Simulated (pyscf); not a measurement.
## `[Cl][GeH2][SnH3]`, singlet

Gas-phase minimum from PySCF at ωB97X-D3(BJ)/def2-SVP, one conformer. Cl–GeH₂–SnH₃ lies 5.2 kcal/mol over its isomer Cl–SnH₂–GeH₃ (electronic energy, ωB97M-D3(BJ)/def2-TZVP). 

```
Ge
H 1 1.5351
H 1 1.5351 2 109.57
Cl 1 2.1762 2 106.41 3 114.68
Sn 1 2.5661 2 114.60 3 -130.46
H 5 1.7045 1 108.56 2 -56.70
H 5 1.7046 6 109.74 1 118.52
H 5 1.7088 6 109.44 7 120.12
```
Charge 0, spin multiplicity 1.

Properties at ωB97X-D3(BJ)/def2-SVP:

- Harmonic wavenumbers, unscaled: 77, 78, 246, 324, 410, 426, 486, 664, 681, 749, 753, 772, 891, 1969, 1985, 1986, 2187, 2193 cm⁻¹
- Zero-point energy: 24.1 kcal/mol
- Rotational symmetry number: 1
- Entropy of this conformer at 298 K and 1 atm, rigid rotor and harmonic oscillator, modes under 100 cm⁻¹ raised to 100: 355.3 J/(mol K)
- Dipole moment: 2.16 D

Single-point totals, which compare only within one level:

```csv
level,total energy (hartree)
ωB97X-D3(BJ)/def2-TZVP,-2754.60884
PBE/def2-TZVP,-2754.02877
r²SCAN/def2-TZVP,-2754.58849
B3LYP-D3(BJ)/def2-TZVP,-2754.70333
PBE0-D3(BJ)/def2-TZVP,-2754.14459
M06-2X/def2-TZVP,-2754.45249
ωB97M-D3(BJ)/def2-TZVP,-2754.65550
```

Soft torsions are taken as harmonic, which can shift the entropy by several J/(mol K). Elements up to Kr have no core potential and no relativistic terms here. Elements past Kr carry the def2 core potentials, without spin-orbit coupling.
